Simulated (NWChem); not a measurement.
System: AgH₂OI; SMILES [Ag](<-[OH2])[I]

Parts of the log:

```
             Northwest Computational Chemistry Package (NWChem) 7.3.0
             --------------------------------------------------------

 C1  symmetry detected

                             Geometry "geometry" -> ""
                             -------------------------

 Output coordinates in angstroms (scale by  1.889725989 to convert to a.u.)

  No.       Tag          Charge          X              Y              Z
 ---- ---------------- ---------- -------------- -------------- --------------
    1 Ag                  47.0000     0.00319335     1.02497202    -0.02671754
    2 I                   53.0000    -0.00091195    -1.54183905     0.00523994
    3 O                    8.0000    -0.00743652     3.26885902     0.01867013
    4 H                    1.0000     0.74753666     3.70369200     0.43325105
    5 H                    1.0000    -0.78979876     3.68922043     0.39539551

 Effective nuclear repulsion energy (a.u.)     686.1552533129

                                 NWChem DFT Module
                                 -----------------

 Summary of "ao basis" -> "ao basis" (spherical)
 ------------------------------------------------------------------------------
       Tag                 Description            Shells   Functions and Types
 ---------------- ------------------------------  ------  ---------------------
 Ag                         def2-svp                11       31   5s3p2d1f
 I                          def2-svp                10       26   4s4p2d
 O                          def2-svp                 6       14   3s2p1d
 H                          def2-svp                 3        5   2s1p

            General Information
            -------------------
          SCF calculation type: DFT
          Wavefunction type:  closed shell.
          No. of atoms     :     5
          No. of electrons :    54
           Alpha electrons :    27
            Beta electrons :    27
          Charge           :     0
          Spin multiplicity:     1
          Use of symmetry is: off; symmetry adaption is: off
          Maximum number of iterations: 150
          AO basis - number of functions:    81
                     number of shells:    33
          Convergence on energy requested:  1.00D-06
          Convergence on density requested:  1.00D-05
          Convergence on gradient requested:  5.00D-04

              XC Information
              --------------
                         B3LYP Method XC Potential
                     Hartree-Fock (Exact) Exchange  0.200
                        Slater Exchange Functional  0.800 local
                    Becke 1988 Exchange Functional  0.720 non-local
              Lee-Yang-Parr Correlation Functional  0.810
                  VWN I RPA Correlation Functional  0.190 local

             Grid Information
             ----------------
          Grid used for XC integration:  medium
          Radial quadrature: Mura-Knowles
          Angular quadrature: Lebedev.
          Tag              B.-S. Rad. Rad. Pts. Rad. Cut. Ang. Pts.
          ---              ---------- --------- --------- ---------
          Ag                  1.60      123          10.0       590
          I                   1.40      123          13.0       590
          O                   0.60       49          12.0       434
          H                   0.35       45          13.0       434
          Grid pruning is: on
          Number of quadrature shells:   385
          Spatial weights used:  Erf1

      Superposition of Atomic Density Guess
      -------------------------------------

 Sum of atomic energies:        -590.47337175

      Non-variational initial energy
      ------------------------------

 Total energy =    -518.515525
 1-e energy   =   -1232.861403
 2-e energy   =     537.342117
 HOMO         =      -0.351665
 LUMO         =      -0.103528

   convergence    iter        energy       DeltaE   RMS-Dens  Diis-err
 ---------------- ----- ----------------- --------- --------- ---------
 d= 0,ls=0.0,diis     1   -521.1491059055 -6.98D+02  1.72D-02  6.52D-01
 d= 0,ls=0.0,diis     2   -521.0593830233  8.97D-02  1.12D-02  1.76D+00
 d= 0,ls=0.0,diis     3   -521.2394722092 -1.80D-01  2.35D-03  1.15D-02
 d= 0,ls=0.0,diis     4   -521.2402510686 -7.79D-04  1.13D-03  5.79D-03
 d= 0,ls=0.0,diis     5   -521.2412124023 -9.61D-04  1.18D-04  1.91D-04
  Resetting Diis
 d= 0,ls=0.0,diis     6   -521.2412308071 -1.84D-05  4.86D-05  1.72D-05
 d= 0,ls=0.0,diis     7   -521.2412329818 -2.17D-06  1.69D-05  9.39D-07
 d= 0,ls=0.0,diis     8   -521.2412328907  9.11D-08  9.65D-06  1.96D-06

         Total DFT energy =     -521.241232890658
      One electron energy =    -1238.123461357699
           Coulomb energy =      585.758733854883
    Exchange-Corr. energy =      -45.880266379825
 Nuclear repulsion energy =      177.003760991982

 Numeric. integr. density =       54.000004483151

                       DFT Final Molecular Orbital Analysis
                       ------------------------------------

 Vector   25  Occ=2.000000D+00  E=-2.516419D-01
              MO Center=  4.1D-04, -5.8D-01,  8.0D-06, r^2= 3.4D+00
   Bfn.  Coefficient  Atom+Function         Bfn.  Coefficient  Atom+Function
  ----- ------------  ---------------      ----- ------------  ---------------
    43      0.455506  2 I  py                 4      0.421391  1 Ag s
    46      0.374389  2 I  py                19      0.297275  1 Ag d  2
     2     -0.257430  1 Ag s                 40     -0.187504  2 I  py
    17      0.177533  1 Ag d  0              37     -0.152223  2 I  py
     1      0.121522  1 Ag s                  3     -0.115362  1 Ag s

 Vector   26  Occ=2.000000D+00  E=-2.163225D-01
              MO Center= -4.9D-04, -1.4D+00,  3.3D-03, r^2= 2.4D+00
   Bfn.  Coefficient  Atom+Function         Bfn.  Coefficient  Atom+Function
  ----- ------------  ---------------      ----- ------------  ---------------
    42      0.578758  2 I  px                45      0.539462  2 I  px
    39     -0.237717  2 I  px                15      0.206390  1 Ag d -2
    36     -0.192305  2 I  px                12      0.077903  1 Ag px
     6     -0.051645  1 Ag px                 9      0.049266  1 Ag px
    20      0.031223  1 Ag d -2

 Vector   27  Occ=2.000000D+00  E=-2.158160D-01
              MO Center= -6.1D-04, -1.4D+00,  1.1D-03, r^2= 2.5D+00
   Bfn.  Coefficient  Atom+Function         Bfn.  Coefficient  Atom+Function
  ----- ------------  ---------------      ----- ------------  ---------------
    44      0.578215  2 I  pz                47      0.540771  2 I  pz
    41     -0.237591  2 I  pz                16      0.214904  1 Ag d -1
    38     -0.192181  2 I  pz                14      0.070413  1 Ag pz
     8     -0.049495  1 Ag pz                11      0.046940  1 Ag pz
    21      0.031098  1 Ag d -1              63     -0.031220  3 O  pz

 Vector   28  Occ=0.000000D+00  E=-6.751189D-02
              MO Center= -7.3D-03,  2.0D+00,  2.5D-01, r^2= 6.4D+00
   Bfn.  Coefficient  Atom+Function         Bfn.  Coefficient  Atom+Function
  ----- ------------  ---------------      ----- ------------  ---------------
     5      0.598292  1 Ag s                 60     -0.562728  3 O  s
    46     -0.296106  2 I  py                73      0.275395  4 H  s
    78      0.274381  5 H  s                  4      0.264727  1 Ag s
    13      0.257647  1 Ag py                 2     -0.220402  1 Ag s
    43     -0.213897  2 I  py                59     -0.205030  3 O  s

 Vector   29  Occ=0.000000D+00  E=-1.657474D-04
              MO Center=  1.7D-02,  1.3D+00,  1.9D-02, r^2= 8.0D+00
   Bfn.  Coefficient  Atom+Function         Bfn.  Coefficient  Atom+Function
  ----- ------------  ---------------      ----- ------------  ---------------
    12      0.911397  1 Ag px                45     -0.282363  2 I  px
    78     -0.211417  5 H  s                 73      0.181159  4 H  s
     6     -0.178198  1 Ag px                 9      0.178160  1 Ag px
    61     -0.130420  3 O  px                42     -0.129399  2 I  px
    64     -0.128125  3 O  px                39      0.057850  2 I  px

 Vector   30  Occ=0.000000D+00  E= 3.701420D-03
              MO Center= -1.2D-03,  1.3D+00, -4.4D-01, r^2= 7.8D+00
   Bfn.  Coefficient  Atom+Function         Bfn.  Coefficient  Atom+Function
  ----- ------------  ---------------      ----- ------------  ---------------
    14      0.791701  1 Ag pz                 4     -0.388928  1 Ag s
    46      0.259147  2 I  py                35      0.253637  2 I  s
    73      0.254607  4 H  s                 13      0.247525  1 Ag py
    47     -0.247289  2 I  pz                 5     -0.243795  1 Ag s
    78      0.237288  5 H  s                 60     -0.233579  3 O  s

     Multipole analysis of the density
     ---------------------------------

     L   x y z        total         alpha         beta         nuclear
     -   - - -        -----         -----         ----         -------
     0   0 0 0      0.000000    -27.000000    -27.000000     54.000000

     1   1 0 0     -0.018553      0.051080      0.051080     -0.120714
     1   0 1 0      3.313163    -12.017737    -12.017737     27.348637
     1   0 0 1      0.516943     -0.309743     -0.309743      1.136430

     2   2 0 0    -38.501639    -21.363551    -21.363551      4.225462
     2   1 1 0     -0.137512      0.363748      0.363748     -0.865008
     2   1 0 1      0.027328     -0.001936     -0.001936      0.031200
     2   0 2 0    -23.918903   -355.145290   -355.145290    686.371676
     2   0 1 1      4.106923     -2.998312     -2.998312     10.103547
     2   0 0 2    -40.174389    -20.731918    -20.731918      1.289446

                                 NWChem DFT Module
                                 -----------------

            General Information
            -------------------
          SCF calculation type: DFT
          Wavefunction type:  spin polarized.
          No. of atoms     :     5
          No. of electrons :    53
           Alpha electrons :    27
            Beta electrons :    26
          Charge           :     1
          Spin multiplicity:     2
          Use of symmetry is: off; symmetry adaption is: off
          Maximum number of iterations: 150
          AO basis - number of functions:    81
                     number of shells:    33
          Convergence on energy requested:  1.00D-06
          Convergence on density requested:  1.00D-05
          Convergence on gradient requested:  5.00D-04

              XC Information
              --------------
                         B3LYP Method XC Potential
                     Hartree-Fock (Exact) Exchange  0.200
                        Slater Exchange Functional  0.800 local
                    Becke 1988 Exchange Functional  0.720 non-local
              Lee-Yang-Parr Correlation Functional  0.810
                  VWN I RPA Correlation Functional  0.190 local

             Grid Information
             ----------------
          Grid used for XC integration:  medium
          Radial quadrature: Mura-Knowles
          Angular quadrature: Lebedev.
          Tag              B.-S. Rad. Rad. Pts. Rad. Cut. Ang. Pts.
          ---              ---------- --------- --------- ---------
          Ag                  1.60      123          10.0       590
          I                   1.40      123          13.0       590
          O                   0.60       49          12.0       434
          H                   0.35       45          13.0       434
          Grid pruning is: on
          Number of quadrature shells:   385
          Spatial weights used:  Erf1

      Superposition of Atomic Density Guess
      -------------------------------------

 Sum of atomic energies:        -590.47337175

 Renormalizing density from      54.00 to     53

      Non-variational initial energy
      ------------------------------

 Total energy =    -515.402044
 1-e energy   =   -1210.030636
 2-e energy   =     517.624831
 HOMO         =      -0.638434
 LUMO         =      -0.358704

[...]
```

Level: B3LYP/def2-SVP with def2 effective core potentials on Ag, I, vertical spin-unrestricted ions. Coordinates come from a PBE0/def2-SVP optimisation. Not confirmed as a minimum by frequencies. def2 effective core potentials on Ag, I; no spin-orbit coupling.

Task: Reconstruct the input file.

Result: This is not unique; one that fits is the input that was run:
```
start job
memory heap 200 mb stack 900 mb global 1100 mb
geometry units angstroms noautoz
  Ag    -0.023133    -0.950637     0.596184
  I     -0.020284     1.223499    -0.768617
  O      0.048720    -2.854324     1.782782
  H      0.394141    -2.799008     2.681985
  H      0.503325    -3.600700     1.374158
end
basis spherical
  * library def2-svp
end
ecp
  Ag library def2-ecp
  I library def2-ecp
end
dft
  xc b3lyp
  iterations 150
  vectors input atomic output neutral.movecs
end
task dft energy
charge 1
dft
  odft
  mult 2
  vectors input atomic output cation.movecs
end
task dft energy
```
